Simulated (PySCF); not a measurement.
Job file and geometry (Å, from GFN2-xTB) of an NMR shielding run on SMILES COc1c([SiH3])n(C)n[n+]1C, [C5H12N3OSi]+, GIAO PBE0/pcSseg-1 NMR shielding, non-relativistic, gas phase in PySCF; density fitting, a coarse starting grid and PySCF grid level 2 are the driver's defaults:

```
$ OMP_NUM_THREADS=1 python probes_run.py task.json out

{"job": {"kind": "nmr", "xc": "PBE0", "basis": "pcSseg-1"}, "charge": 1, "multiplicity": 1}
C      2.762743     0.103752     0.469946
O      1.716373     1.029790     0.215525
C      0.478233     0.605668     0.057063
C     -0.182589    -0.623165     0.021462
Si     0.412204    -2.437499     0.181060
N     -1.472693    -0.275384    -0.220232
C     -2.609653    -1.134983    -0.371616
N     -1.645117     1.003717    -0.323090
N     -0.473562     1.555244    -0.156934
C     -0.279828     2.974574    -0.209521
H      2.657417    -0.332052     1.464239
H      2.787733    -0.683513    -0.285576
H      3.678593     0.689934     0.424895
H      0.982578    -2.748584    -1.125994
H      1.373312    -2.461285     1.274293
H     -0.786932    -3.208116     0.483937
H     -2.440175    -1.852744    -1.173201
H     -2.810173    -1.670785     0.555892
H     -3.464152    -0.506331    -0.616291
H      0.473692     3.216567    -0.958649
H     -1.230220     3.434992    -0.467409
H      0.061805     3.339588     0.759351
```

**Question.** Write the output of this run.

**Answer.** 
```
coarse grid: 18768 points
cycle   1  E = -725.6107340152  dE =  2.048e+00  |g| = 6.619e-01  |ddm| = 4.264e+00
cycle   2  E = -725.4899211746  dE =  1.208e-01  |g| = 1.033e+00  |ddm| = 1.365e+00
cycle   3  E = -725.6935956509  dE = -2.037e-01  |g| = 1.472e-01  |ddm| = 8.677e-01
cycle   4  E = -725.6968637187  dE = -3.268e-03  |g| = 7.878e-02  |ddm| = 1.859e-01
cycle   5  E = -725.6980589034  dE = -1.195e-03  |g| = 2.493e-02  |ddm| = 6.948e-02
cycle   6  E = -725.6981690104  dE = -1.101e-04  |g| = 8.478e-03  |ddm| = 2.315e-02
cycle   7  E = -725.6981843223  dE = -1.531e-05  |g| = 2.271e-03  |ddm| = 9.371e-03
cycle   8  E = -725.6981854924  dE = -1.170e-06  |g| = 7.549e-04  |ddm| = 2.365e-03
final grid: 176616 points
cycle   9  E = -725.7628796690  dE = -4.765e-05  |g| = 1.160e-02  |ddm| = 3.911e-02
cycle  10  E = -725.7628551272  dE =  2.454e-05  |g| = 1.652e-02  |ddm| = 1.842e-02
cycle  11  E = -725.7629058001  dE = -5.067e-05  |g| = 2.340e-03  |ddm| = 1.214e-02
cycle  12  E = -725.7629069707  dE = -1.171e-06  |g| = 3.269e-04  |ddm| = 2.030e-03
cycle  13  E = -725.7629069832  dE = -1.252e-08  |g| = 2.183e-04  |ddm| = 4.055e-04
cycle  14  E = -725.7629069931  dE = -9.867e-09  |g| = 5.238e-05  |ddm| = 2.024e-04
cycle  15  E = -725.7629069937  dE = -5.837e-10  |g| = 1.650e-05  |ddm| = 5.829e-05
converged SCF energy = -725.7629069937

GIAO shielding tensors (ppm)
atom      isotropic    diamagn.    paramagn.     s11        s22        s33       span
  0 C      124.580     247.630    -123.050     96.859     97.973    178.907     82.048
  1 O      231.102     399.588    -168.486    129.646    252.198    311.462    181.816
  2 C       19.806     256.230    -236.424    -34.699     15.866     78.252    112.951
  3 C       67.337     260.648    -193.311     22.996     33.105    145.909    122.913
  4 Si     433.390     881.989    -448.600    427.262    432.323    440.585     13.323
  5 N       -2.505     339.308    -341.813   -159.009     13.360    138.133    297.143
  6 C      145.221     245.592    -100.371    125.347    127.154    183.161     57.814
  7 N     -115.052     314.007    -429.059   -343.462   -102.492    100.798    444.259
  8 N       17.047     341.212    -324.165   -100.345     25.819    125.667    226.012
  9 C      151.623     244.687     -93.065    128.040    140.623    186.205     58.165
 10 H       27.151      30.492      -3.341     23.225     25.606     32.623      9.398
 11 H       27.347      30.829      -3.482     22.990     26.752     32.301      9.311
 12 H       26.679      27.554      -0.874     22.256     25.119     32.662     10.406
 13 H       26.653      29.258      -2.606     23.261     24.672     32.025      8.765
 14 H       26.692      29.750      -3.058     22.090     26.680     31.305      9.215
 15 H       26.863      29.426      -2.562     22.409     26.958     31.224      8.815
 16 H       27.545      28.473      -0.928     23.027     26.440     33.168     10.141
 17 H       27.364      28.567      -1.204     23.002     26.029     33.060     10.058
 18 H       26.873      27.887      -1.014     22.060     26.110     32.449     10.389
 19 H       27.575      28.585      -1.011     22.934     26.226     33.563     10.629
 20 H       27.038      27.787      -0.749     21.841     26.142     33.130     11.289
 21 H       27.643      28.288      -0.645     23.198     25.760     33.970     10.772
```

**Question.** Turn these shieldings into chemical shifts. Shifts are taken against calculated references (same method and geometry level): ¹³C (σref 186.93) and ²⁹Si (σref 349.16) and ¹H (σref 31.72) vs TMS; ¹⁷O (σref 336.08) against H2O; NH3 for ¹⁵N (σref 267.73).

**Answer.** Averaging equivalent atoms: C 2: 167.1; C 3: 119.6; C 0: 62.3; C 6: 41.7; C 9: 35.3; O 1: 105.0; Si 4: -84.2; N 7: 382.8; N 5: 270.2; N 8: 250.7; H 13/14/15: 4.98; H 10/11/12: 4.66; H 16/17/18: 4.46; H 19/20/21: 4.30 ppm. Experimental scales use liquid or dissolved standards, which lie at an offset from isolated NH3 (liquid NH3: subtract about 20 ppm) and H2O (liquid H2O: subtract about 36 ppm). Unscaled 15N shifts of sp2 nitrogen come out 20 to 40 ppm too high even then.

Size and cost of the density-fitted run: 237 basis functions, 56 s wall time on 1 thread of an Arm Neoverse V2, shared host; peak memory 1.1 GiB.
